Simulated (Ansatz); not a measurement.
Two isomers of C2H6GaNSi: A = `C#C[SiH](N)[GaH2]`, B = `N[C]1=C[SiH2][GaH]1`.

Computed with Ansatz on PBE0-D4/def2-TZVP structures; ΔE is electronic, products minus reactants. CCSD(T)/CBS is the MP2 limit (def2-TZVPP, def2-QZVPP) plus CCSD(T) − MP2 in def2-TZVPP, frozen cores. DFT in def2-TZVPP. For Ga outer-core shells are correlated without core-valence functions, which leaves a few kJ/mol of doubt a bond. Scalar relativity is left out up to krypton. One conformer a species, not always the lowest.

Question: Which isomer does CCSD(T)/CBS put lower? Give the gap. (An estimate is asked.)

Answer: Ansatz gave: A, by 2.8 kJ/mol.

Question: Give E(B) − E(A) in kJ/mol with r2SCAN-D4, CCSD(T)/def2-TZVPP, ωB97M-V, CCSD/def2-TZVPP, HF/def2-TZVPP, PBE0-D4, B2PLYP. (An estimate is asked.)

Answer: Ansatz gave: r2SCAN-D4 -19.8, CCSD(T)/def2-TZVPP 3.1, ωB97M-V -4.4, CCSD/def2-TZVPP 9.7, HF/def2-TZVPP 35.0, PBE0-D4 -33.7, B2PLYP 5.4. The order is the other way round with r2SCAN-D4, ωB97M-V, PBE0-D4.

Largest T1 diagnostic: 0.014.

In def2-TZVPP, CCSD(T) changes the Hartree–Fock value by −31.9 kJ/mol (the triples alone add −6.6 kJ/mol) and MP2 by −31.5 kJ/mol. The D4 term adds −4.0 kJ/mol with B3LYP and −1.7 kJ/mol with PBE0; it sums over pairs of atoms, weighted by their polarisabilities, and B3LYP, whose exchange is more repulsive, gets the larger term.

B3LYP here is the variant with VWN-RPA as its local correlation; programs differ in this.
